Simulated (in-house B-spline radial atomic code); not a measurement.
Values are calculated unless marked as measured or tabulated.
# Softness against transferability: the 4s channel of Co

Co, [Ar] 3d7 4s2, non-relativistic LDA (VWN5), spherical and spin-unpolarised, from an all-electron radial atomic-structure program (B-spline basis) (atomic units). The all-electron 4s level is ε = -0.204497 hartree, its outermost node lies just inside 0.98 bohr and its outer maximum at 2.32 bohr.

Troullier-Martins pseudo-orbitals are made for several radii. The cutoffs (hartree) are the plane-wave energies beyond which the orbital holds less than the named kinetic energy per electron. The phase error is the difference, pseudo minus all-electron, of arctan(R P'/P) at R = 3.55 bohr for all radii, half a hartree below and above the level.

| r_c (bohr) | V_l(0) (hartree) | cutoff for 10 mEh | for 1 mEh | for 0.1 mEh | phase error at ε − 0.5 (mrad) | at ε + 0.5 (mrad) |
| --- | --- | --- | --- | --- | --- | --- |
| 1.74 | -0.66 | 2.98 | 11.5 | 25.6 | -0.3 | -7.0 |
| 2.02 | 1.80 | 2.78 | 8 | 12.5 | -0.2 | -4.3 |
| 2.32 | 1.48 | 2.69 | 7.53 | 11.9 | -0.3 | -5.2 |
| 2.62 | 0.79 | 2.33 | 5.51 | 10.2 | -0.5 | -10.4 |
| 2.92 | 0.31 | 1.92 | 3.59 | 8.32 | -1.2 | -21.5 |
| 3.25 | 0.00 | 1.22 | 2.88 | 6.62 | -2.5 | -42.7 |

Question: Which radius needs the lowest cutoff for 0.1 mEh while both phase errors stay within 10.5 mrad?

Answer: The radii within that limit are 1.74, 2.02, 2.32, 2.62 bohr; of these r_c = 2.62 needs the least, 10.2 hartree, that is 20.4 Ry or 278 eV.

Question: What does the larger radius buy, and what does it cost?

Answer: From r_c = 1.74 to 3.25 bohr the cutoff for 1 mEh goes from 11.5 to 2.88 hartree, a factor of 3.99, against 3.49 for a pure 1/r_c² scaling, end to end; step by step it is 11.5, 8, 7.53, 5.51, 3.59, 2.88, and for 0.1 mEh 25.6, 12.5, 11.9, 10.2, 8.32, 6.62; the number of plane waves goes as the cutoff to the power 3/2, here a factor of 8.0. The larger of the two phase errors is least at r_c = 2.02 bohr, 4.3 mrad; it is 7.0 at the smallest radius and 42.7 at the largest. These errors test the reference atom alone. The smallest radius lies well inside the outer maximum, where the nodeless form must bend sharply to keep the norm, so it is both harder and scatters less well than the next. Large radii also let the cores of neighbours overlap, which an atom doesn't show.
